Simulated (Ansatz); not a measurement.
Geometry optimisation, RHF/def2-SVP (Ansatz 0.2.0).

The input (input.yaml):

```yaml
crystal:
  periodic: [false, false, false]
  atoms:
    - { symbol: Ge, position_ang: [-0.231496, 0.690663, -0.306274] }
    - { symbol: O, position_ang: [0.842995, -0.555314, 2.177038] }
    - { symbol: H, position_ang: [0.14982, -0.986182, 2.657169] }
    - { symbol: O, position_ang: [1.127512, -0.330937, -0.578584] }
    - { symbol: H, position_ang: [1.420368, -0.757991, 0.218334] }
    - { symbol: O, position_ang: [-0.6795, 1.446473, -1.797605] }
    - { symbol: H, position_ang: [-0.73682, 0.888301, -2.559743] }
    - { symbol: Cl, position_ang: [-1.927524, -0.40646, 0.420844] }
    - { symbol: Br, position_ang: [0.233197, 2.502662, 1.146774] }
    - { symbol: H, position_ang: [0.982047, 0.298186, 2.615747] }
basis:
  gaussian: { orbitals: def2-SVP }
hamiltonian:
  xc: hf
relax:
  f_tol: 0.03
  max_steps: 50
```

Launched with:

```bash
$ ansatz run input.yaml --threads 4 --pin off --max-ram 5120MiB --backend cpu --events-out ev --progress --plain --runs-dir out
```

Task: Where does it end, and by what steps?

Result: The forces met the threshold. After 14 steps the energy has fallen by 0.153 eV; H10 moved furthest, 0.68 Å.

| step | energy less start (eV) | largest force component (eV/Å) | accepted |
| --- | --- | --- | --- |
| 0 | 0.0000 | 1.162 | yes |
| 1 | -0.0997 | 0.710 | yes |
| 2 | -0.1195 | 0.791 | yes |
| 3 | -0.1335 | 0.336 | yes |
| 4 | -0.1409 | 0.154 | yes |
| 5 | -0.1438 | 0.132 | yes |
| 6 | -0.1462 | 0.126 | yes |
| 7 | -0.1478 | 0.136 | yes |
| 8 | -0.1490 | 0.125 | yes |
| 9 | -0.1503 | 0.183 | yes |
| 10 | -0.1509 | 0.154 | yes |
| 11 | -0.1520 | 0.083 | yes |
| 12 | -0.1525 | 0.031 | yes |
| 13 | -0.1527 | 0.033 | yes |
| 14 | -0.1529 | 0.021 | yes |

```xyz
10
Properties=species:S:1:pos:R:3
Ge -0.387 0.881 -0.394
O 1.062 -0.822 2.302
H 0.217 -1.152 2.571
O 0.993 -0.148 -0.453
H 1.257 -0.512 0.389
O -0.807 1.306 -2.017
H -0.421 0.769 -2.695
Cl -2.030 -0.146 0.539
Br -0.019 2.798 0.796
H 1.316 -0.185 2.955
```

Whether the end is a true minimum wasn't checked by a vibrational analysis.

The run took 37 s on 4 threads of Arm Neoverse V2, with other jobs on the host, peak memory 0.44 GiB.
